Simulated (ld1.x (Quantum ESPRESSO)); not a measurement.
Reading a pseudo-wave (Si)

Columns: radius, all-electron u(r) and pseudo u(r) of the 3s shell (level -28.49 eV) of silicon in the configuration [Ne] 3s2 3p0; PBEsol, scalar-relativistic, ultrasoft scheme, ld1.x (Quantum ESPRESSO) 7.5.

| r (bohr) | all-electron | pseudo |
| --- | --- | --- |
| 0.100 | 0.1385 | 0.0823 |
| 0.200 | -0.1473 | 0.1636 |
| 0.300 | -0.3377 | 0.2429 |
| 0.400 | -0.3782 | 0.3194 |
| 0.500 | -0.3101 | 0.3923 |
| 0.600 | -0.1806 | 0.4606 |
| 0.700 | -0.0249 | 0.5239 |
| 0.800 | 0.1341 | 0.5814 |
| 0.900 | 0.2829 | 0.6328 |
| 1.000 | 0.4143 | 0.6777 |
| 1.100 | 0.5250 | 0.7157 |
| 1.200 | 0.6146 | 0.7469 |
| 1.300 | 0.6840 | 0.7710 |
| 1.400 | 0.7347 | 0.7881 |
| 1.500 | 0.7683 | 0.7982 |
| 1.600 | 0.7869 | 0.8016 |
| 1.700 | 0.7924 | 0.7982 |
| 1.800 | 0.7869 | 0.7884 |
| 1.900 | 0.7721 | 0.7723 |
| 2.000 | 0.7500 | 0.7500 |
| 2.100 | 0.7222 | 0.7222 |
| 2.200 | 0.6901 | 0.6901 |
| 2.300 | 0.6549 | 0.6549 |
| 2.400 | 0.6178 | 0.6178 |
| 2.500 | 0.5798 | 0.5798 |
| 2.600 | 0.5415 | 0.5415 |

Problem. How many radial nodes do the two functions have?

Solution. The all-electron 3s function has n − l − 1 = 2; the pseudo-wave has 0, since the states of the same l below it are removed with the core.

Problem. At about which radius was the pseudo-wave matched?

Solution. 2.00 bohr, where the columns begin to agree (steps of 0.10 bohr).

Problem. Is the pseudo-wave norm-conserving?

Solution. No, it belongs to an ultrasoft set: the norm inside the radius is not constrained, and the difference is carried by the augmentation charge.
